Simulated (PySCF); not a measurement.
Electron correlation in C⁻ (carbon, charge -1)

[He] 2s2 2p3, high-spin 4S determinant. Computed with PySCF 2.14 in dyall-acv3z, with no relativity, point nucleus. Frozen: nothing; 7 electrons correlated; the 5 highest virtual orbitals of each spin left out.

```csv
level,correlation energy (mhartree)
CCSD,-164.37
(T),-5.21
CCSD(T),-169.58
```

Diagnostics: T1 = 0.019, D1 = 0.0386, largest double amplitude 0.035.

Cost of the coupled-cluster step: about 27 core-seconds, for 7 correlated electrons.

Iterations:

```
CC2 = 0
CCSD nocc = (np.int64(5), np.int64(2)), nmo = (71, 71)
frozen orbitals [[71, 72, 73, 74, 75], [71, 72, 73, 74, 75]]
max_cycle = 100
direct = 0
conv_tol = 1e-08
conv_tol_normt = 1e-06
diis_space = 8
diis_start_cycle = 0
Init t2, MP2 energy = -0.147175506782627
Init E_corr(UCCSD) = -0.147175506959728
cycle = 1  E_corr(UCCSD) = -0.159997956792774  dE = -0.0128224498  norm(t1,t2) = 0.0459061
cycle = 2  E_corr(UCCSD) = -0.162773339276686  dE = -0.00277538248  norm(t1,t2) = 0.0192014
cycle = 3  E_corr(UCCSD) = -0.164160309377677  dE = -0.0013869701  norm(t1,t2) = 0.0128153
cycle = 4  E_corr(UCCSD) = -0.164495562030839  dE = -0.000335252653  norm(t1,t2) = 0.00504636
cycle = 5  E_corr(UCCSD) = -0.164350014151034  dE = 0.00014554788  norm(t1,t2) = 0.00241488
cycle = 6  E_corr(UCCSD) = -0.164363844337182  dE = -1.38301861e-05  norm(t1,t2) = 0.00046498
cycle = 7  E_corr(UCCSD) = -0.164366686889278  dE = -2.8425521e-06  norm(t1,t2) = 0.00011395
cycle = 8  E_corr(UCCSD) = -0.164364801153429  dE = 1.88573585e-06  norm(t1,t2) = 3.79798e-05
cycle = 9  E_corr(UCCSD) = -0.164365066807773  dE = -2.65654345e-07  norm(t1,t2) = 1.11448e-05
cycle = 10  E_corr(UCCSD) = -0.164365020135385  dE = 4.66723889e-08  norm(t1,t2) = 4.32899e-06
cycle = 11  E_corr(UCCSD) = -0.164365063492326  dE = -4.33569418e-08  norm(t1,t2) = 2.07651e-06
cycle = 12  E_corr(UCCSD) = -0.164365077970292  dE = -1.44779653e-08  norm(t1,t2) = 8.09702e-07
cycle = 13  E_corr(UCCSD) = -0.16436507546598  dE = 2.50431167e-09  norm(t1,t2) = 1.49922e-07
UCCSD converged
E(UCCSD) = -37.87462446145467  E_corr = -0.1643650754659799
UCCSD(T) correction = -0.00520890490398007
```
